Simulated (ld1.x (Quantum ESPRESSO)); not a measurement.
# Cutoff test, iron (Fe), TM

- Element: iron (Fe)
- Generator: ld1.x (Quantum ESPRESSO) 7.5
- Type: norm-conserving Troullier–Martins (Kleinman–Bylander form)
- Functional: PBE
- Relativity: scalar-relativistic
- Frozen core: [Ar]
- Valence charge: 8
- Reference configuration: 3d5 4s0 4p0 (charge +3)
- Partial waves: 4s (bound, empty): rc 1.85 bohr; 4p (bound, empty): rc 2.30 bohr; 3d (bound): rc 1.20 bohr; 4f channel at -0.15 Ry: rc 2.00 bohr
- Local potential: the f channel
- Core correction: none

The pseudo-atom Hamiltonian at the reference potential is diagonalised in spherical Bessel functions j_l(qr) that vanish at 20 bohr, with q² up to the cutoff. All-electron valence levels (Ry): 4s -2.3005, 4p -1.7738, 3d -3.1763.

Task: How do the lowest levels (Ry) of each channel move with the cutoff, and are there ghosts?

Result:

```json
{"cutoff (Ry)": "8", "s #1": "-2.2893", "s #2": "-1.0335", "p #1": "-1.7687", "p #2": "-0.8076", "d #1": "-1.4273", "d #2": "-0.6786", "f #1": "-0.6265", "Σ f·Δε (mRy)": "8745.0"}
{"cutoff (Ry)": "15", "s #1": "-2.3718", "s #2": "-2.2173", "p #1": "-1.7736", "p #2": "-0.8079", "d #1": "-1.6126", "d #2": "-0.7413", "f #1": "-0.6297", "Σ f·Δε (mRy)": "7818.2"}
{"cutoff (Ry)": "21", "s #1": "-3.0859", "s #2": "-2.2979", "p #1": "-1.7736", "p #2": "-0.8088", "d #1": "-1.7617", "d #2": "-0.7865", "f #1": "-0.6304", "Σ f·Δε (mRy)": "7072.9"}
{"cutoff (Ry)": "35", "s #1": "-3.2980", "s #2": "-2.2999", "p #1": "-1.7738", "p #2": "-0.8101", "d #1": "-1.9945", "d #2": "-0.8507", "f #1": "-0.6308", "Σ f·Δε (mRy)": "5908.7"}
{"cutoff (Ry)": "45", "s #1": "-3.2991", "s #2": "-2.3003", "p #1": "-1.7738", "p #2": "-0.8101", "d #1": "-2.1745", "d #2": "-0.8953", "f #1": "-0.6309", "Σ f·Δε (mRy)": "5008.7"}
{"cutoff (Ry)": "60", "s #1": "-3.3018", "s #2": "-2.3005", "p #1": "-1.7738", "p #2": "-0.8101", "d #1": "-2.5250", "d #2": "-0.9677", "f #1": "-0.6309", "Σ f·Δε (mRy)": "3256.4"}
{"cutoff (Ry)": "90", "s #1": "-3.3019", "s #2": "-2.3005", "p #1": "-1.7738", "p #2": "-0.8101", "d #1": "-3.0341", "d #2": "-1.0439", "f #1": "-0.6309", "Σ f·Δε (mRy)": "711.1"}
{"cutoff (Ry)": "110", "s #1": "-3.3019", "s #2": "-2.3005", "p #1": "-1.7738", "p #2": "-0.8101", "d #1": "-3.1399", "d #2": "-1.0567", "f #1": "-0.6309", "Σ f·Δε (mRy)": "181.7"}
{"cutoff (Ry)": "160", "s #1": "-3.3020", "s #2": "-2.3005", "p #1": "-1.7738", "p #2": "-0.8101", "d #1": "-3.1759", "d #2": "-1.0609", "f #1": "-0.6309", "Σ f·Δε (mRy)": "1.7"}
{"cutoff (Ry)": "200", "s #1": "-3.3020", "s #2": "-2.3005", "p #1": "-1.7738", "p #2": "-0.8101", "d #1": "-3.1761", "d #2": "-1.0609", "f #1": "-0.6309", "Σ f·Δε (mRy)": "1.1"}
{"cutoff (Ry)": "300", "s #1": "-3.3020", "s #2": "-2.3005", "p #1": "-1.7738", "p #2": "-0.8101", "d #1": "-3.1763", "d #2": "-1.0609", "f #1": "-0.6309", "Σ f·Δε (mRy)": "0.2"}
{"cutoff (Ry)": "400", "s #1": "-3.3020", "s #2": "-2.3005", "p #1": "-1.7738", "p #2": "-0.8101", "d #1": "-3.1763", "d #2": "-1.0609", "f #1": "-0.6309", "Σ f·Δε (mRy)": "0.0"}
```

Result: ghost state, extra bound levels that the all-electron valence spectrum of the same l lacks: s at -44.9 eV (a true bound ghost makes a file unfit for plane-wave use); 10 mRy is reached at 140 Ry and 1 mRy at 230 Ry.

3 of 7 tests not solved or not reliable.
